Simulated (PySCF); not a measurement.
Compound: C5H4ClFN2.
Atom-mapped SMILES: `[CH3:1][c:2]1[n:3][cH:4][n:5][c:6]([F:7])[c:8]1[Cl:9]` (hydrogens: H10, H11, H12 on C1; H13 on C4)

Geometry (GFN2-xTB, Å), atoms numbered from 1 in this order:
```
atom  x, y, z in Å
C1    -1.8560   -0.7201   -0.0016
C2    -0.4243   -0.3183    0.0026
N3     0.4935   -1.2766    0.0467
C4     1.7625   -0.9323    0.0524
N5     2.2319    0.3028    0.0174
C6     1.3393    1.2640   -0.0268
F7     1.8061    2.5090   -0.0625
C8    -0.0340    1.0269   -0.0360
Cl9   -1.1778    2.3113   -0.0913
H10   -1.9257   -1.8024    0.0345
H11   -2.3668   -0.2879    0.8572
H12   -2.3454   -0.3480   -0.9000
H13    2.4925   -1.7280    0.0897
```

Vertical excitations from PySCF (density fitting, frozen core in the response, grid level 2 and gas phase unless stated; continuum runs use non-equilibrium linear response for the excitations) on a GFN2-xTB geometry. Reference run:

```tsv
settings	S1, eV (f)	S2, eV (f)	S3, eV (f)	S4, eV (f)	S5, eV (f)	S6, eV (f)	T1, eV (Tamm–Dancoff)	mean α (au)
PBE0/def2-SVPD, full TDDFT, 6 singlets	4.74 (0.002)	5.00 (0.002)	5.55 (0.054)	6.04 (0.153)	6.24 (0.004)	6.45 (0.001)	4.17	83.9
```

Q: What do these settings give: wB97X/IGLO-II, level shift 0.3 Eh, full TDDFT, 6 singlets?

A: 
| settings | S1, eV (f) | S2, eV (f) | S3, eV (f) | S4, eV (f) | S5, eV (f) | S6, eV (f) | T1, eV (Tamm–Dancoff) | mean α (au) |
| --- | --- | --- | --- | --- | --- | --- | --- | --- |
| wB97X/IGLO-II, level shift 0.3 Eh, full TDDFT, 6 singlets | 5.11 (0.002) | 5.40 (0.003) | 5.81 (0.051) | 6.39 (0.143) | 6.69 (0.006) | 6.93 (0.001) | 4.35 | 73.7 |

S1 moves by +0.37 eV; functional and basis change together, so the shift can't be laid on one. States are counted by energy in each run and needn't keep their character from row to row.

Q: Which orbital pairs make up S1 in each run, and how does it sit against the orbital gap?

A: 
```json
{"settings": "PBE0/def2-SVPD, full TDDFT, 6 singlets", "S1 configurations (weight)": "H→L 0.99", "S1 (eV)": "4.74", "orbital gap (eV)": "6.49", "S1 − gap (eV)": "-1.75"}
{"settings": "wB97X/IGLO-II, level shift 0.3 Eh, full TDDFT, 6 singlets", "S1 configurations (weight)": "H−1→L 0.97", "S1 (eV)": "5.11", "orbital gap (eV)": "10.83", "S1 − gap (eV)": "-5.72"}
```

